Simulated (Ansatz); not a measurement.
Input file for CH₅GeNS, SMILES `C[S][Ge][NH2]`:

```yaml
crystal:
  periodic: [false, false, false]
  atoms:
    - {symbol: C, position_ang: [-0.604004, 0.683767, 1.055034]}
    - {symbol: S, position_ang: [0.119544, -0.892421, 1.567593]}
    - {symbol: Ge, position_ang: [1.037670, -1.844439, -0.247799]}
    - {symbol: N, position_ang: [0.644084, -0.572882, -1.491222]}
    - {symbol: H, position_ang: [-1.048147, 1.139997, 1.939585]}
    - {symbol: H, position_ang: [-1.388846, 0.534173, 0.312296]}
    - {symbol: H, position_ang: [0.158635, 1.358766, 0.664018]}
    - {symbol: H, position_ang: [0.930063, -0.701158, -2.448592]}
    - {symbol: H, position_ang: [0.150990, 0.294198, -1.350924]}
basis:
  gaussian: {orbitals: def2-TZVPP}
correlation: {method: ccsd_t}
```

```sh
$ ansatz run in.yaml --threads 2 --pin off --events-out ev --progress --plain --max-ram 32768MiB --backend cuda --devices 0, --max-vram 18GiB
```

Output of Ansatz, abridged:

```
Functional definition: HF
1328 factors; integrals over basis functions are off by at most 1.1e-3 eV
mean field evaluation 1: about -69880.9782 eV, gradient 3.9e1 eV
mean field evaluation 2: about -69881.1547 eV, gradient 3.9e1 eV
mean field evaluation 4: about -69884.6358 eV, gradient 4.0e0 eV
mean field evaluation 8: about -69884.7088 eV, gradient 3.4e-1 eV
mean field evaluation 16: about -69884.7097 eV, gradient 1.5e-6 eV
mean field -69884.70965688 eV, -2568.2157103327 hartree, gradient 1.5e-6 eV, S^2 0.000000; 0 other end points of the search recorded, 0 dependent functions left out
16 core orbitals not correlated: weight in the atoms' cores, before any rotation towards them, 1.000 or more for the frozen orbitals, at most 0.000 for the correlated occupied ones
reference -69884.70965688 eV, -2568.2157103327 hartree; 17, 17 occupied and 189, 189 virtual orbitals, 1328 factors
second order -21.86206816 eV of doubles, -0.00000000 eV of singles
cycle   1  -22.03972486 eV  change   -1.8e-1 eV  update   1.1e-1
cycle   2  -22.65175831 eV  change   -6.1e-1 eV  update   3.3e-2
cycle   3  -22.76610823 eV  change   -1.1e-1 eV  update   1.9e-2
cycle   4  -22.74990028 eV  change    1.6e-2 eV  update   5.4e-3
cycle   5  -22.74910524 eV  change    8.0e-4 eV  update   3.0e-3
cycle   6  -22.74929145 eV  change   -1.9e-4 eV  update   9.5e-4
cycle   7  -22.74891363 eV  change    3.8e-4 eV  update   3.3e-4
cycle   8  -22.74896819 eV  change   -5.5e-5 eV  update   9.8e-5
cycle   9  -22.74898502 eV  change   -1.7e-5 eV  update   3.7e-5
perturbative correction -1.01005889 eV, -0.0371189797 hartree
Total energy: -69908.46870079 eV, -2569.0888390921 hartree
```

Hardware: 2 threads of an AMD EPYC 7R13 on a shared host and a share of an NVIDIA H100 80 GB. Wall time 5.5 s, peak host memory 0.79 GiB.

Correlation energy per correlated electron: -0.699 eV. T1 diagnostic: 0.0138.
